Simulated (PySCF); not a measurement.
**Tb (terbium, neutral) across methods**

[Xe] 4f9 6s1 6p1, one real determinant (an excited configuration). Computed with PySCF 2.14 in cc-pVDZ-X2C, with the spin-free X2C one-electron Hamiltonian (Gaussian nucleus). The B2PLYP total includes its PT2 part (frozen core); its orbital energies are those of the SCF part.

```json
{"method": "PBE0", "E (hartree)": "-11708.04", "mean ε 6s α (eV)": "-5.339", "mean ε 4f β (eV)": "-4.080", "mean ε 6p α (eV)": "-2.612", "Σ⟨r²⟩ (bohr²)": "90.60", "⟨S²⟩": "15.755"}
{"method": "B2PLYP", "E (hartree)": "-11707.44", "mean ε 6s α (eV)": "-5.794", "mean ε 4f β (eV)": "-6.294", "mean ε 6p α (eV)": "-2.911", "Σ⟨r²⟩ (bohr²)": "91.50", "⟨S²⟩": "15.757"}
{"method": "LDA", "E (hartree)": "-11699.82", "mean ε 6s α (eV)": "-4.920", "mean ε 4f β (eV)": "-1.868", "mean ε 6p α (eV)": "-2.090", "Σ⟨r²⟩ (bohr²)": "89.92", "⟨S²⟩": "15.757"}
{"method": "UHF", "E (hartree)": "-11704.05132", "mean ε 6s α (eV)": "-6.789", "mean ε 4f β (eV)": "-10.228", "mean ε 6p α (eV)": "-3.893", "Σ⟨r²⟩ (bohr²)": "93.50", "⟨S²⟩": "15.758"}
{"method": "PBE", "E (hartree)": "-11708.16", "mean ε 6s α (eV)": "-4.740", "mean ε 4f β (eV)": "-1.878", "mean ε 6p α (eV)": "-2.104", "Σ⟨r²⟩ (bohr²)": "90.26", "⟨S²⟩": "15.755"}
{"method": "r2SCAN0", "E (hartree)": "-11708.25", "mean ε 6s α (eV)": "-5.403", "mean ε 4f β (eV)": "-4.059", "mean ε 6p α (eV)": "-2.616", "Σ⟨r²⟩ (bohr²)": "90.32", "⟨S²⟩": "15.757"}
{"method": "r2SCAN", "E (hartree)": "-11708.41", "mean ε 6s α (eV)": "-4.807", "mean ε 4f β (eV)": "-1.781", "mean ε 6p α (eV)": "-2.168", "Σ⟨r²⟩ (bohr²)": "90.06", "⟨S²⟩": "15.757"}
{"method": "BP86", "E (hartree)": "-11709.83", "mean ε 6s α (eV)": "-4.885", "mean ε 4f β (eV)": "-2.097", "mean ε 6p α (eV)": "-2.176", "Σ⟨r²⟩ (bohr²)": "90.05", "⟨S²⟩": "15.755"}
```

⟨L²⟩ = 26.03 against 42 for a pure I term, so this real determinant mixes terms. Spin-orbit coupling, absent here, splits the open shell strongly.
